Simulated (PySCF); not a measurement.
**Telling isomers of C$_{7}$H$_{13}$NSi$_{2}$ apart by NMR**

[PySCF 2.14: GFN2-xTB structure; σ from GIAO-PBE0/pcSseg-1; no relativistic terms; no solvent model; one conformer; equivalent nuclei averaged]

Referencing at the same level of theory: 1H, 13C against TMS. Where no couplings were computed, multiplicities follow the n + 1 count of equivalent neighbours, and m marks all less simple cases (inequivalent or close neighbours, rings, F or P nearby). Shifts are as computed. Against solution values, carbons near 30 ppm lie about +3 ppm off and those near 130 ppm about +5 ppm. Of 1309 compounds with measured shifts, 239 miss one by over three times the rms of a fit or turn the order of signals round; such compounds aren't used in these exercises. OH and NH positions are gas-phase values without hydrogen bonding to other molecules.

(1) Tabulate the signals of `C=C(C)C1=C[Si@H](N[SiH3])C=C1`, `C[Si@@](N)([SiH3])c1ccccc1` and their relative energies.

(2) What is the quickest way to tell C=C(C)C1=C[Si@H](N[SiH3])C=C1 from C[Si@@](N)([SiH3])c1ccccc1?

Answers

(1) 
```json
{"SMILES": "C=C(C)C1=C[Si@H](N[SiH3])C=C1", "carbon types": "2×C 3×CH 1×CH2 1×CH3", "δC": "167.2, 155.5, 151.2, 139.5, 126.7, 121.2, 25.2", "δH": "7.32 (d, 1H), 6.30 (m, 1H), 5.68 (d, 1H), 5.56 (m, 1H), 5.47 (m, 1H), 5.18 (m, 1H), 4.86 (s, 3H), 2.12 (s, 3H), -0.08 (br s, 1H)", "E rel. (kcal/mol)": "31.8"}
{"SMILES": "C[Si@@](N)([SiH3])c1ccccc1", "carbon types": "1×C 5×CH 1×CH3", "δC": "149.7, 137.5, 134.4, 133.1, 3.4", "δH": "7.62 (m, 2H), 7.62 (m, 2H), 7.59 (m, 1H), 3.50 (s, 3H), 0.54 (br s, 2H), 0.36 (s, 3H)", "E rel. (kcal/mol)": "0.0"}
```

Energies are electronic energies at PBE0/pcSseg-1 on these geometries, without zero-point or thermal terms, each for the one conformer computed, which needn't be the lowest.

(2) Count the carbon signals: 7 against 5. The first has a terminal =CH2 carbon at 121.2 ppm, the second a methyl carbon bonded to Si (CH3) at 3.4 ppm. Their most deshielded carbons lie at 167.2 and 149.7 ppm.
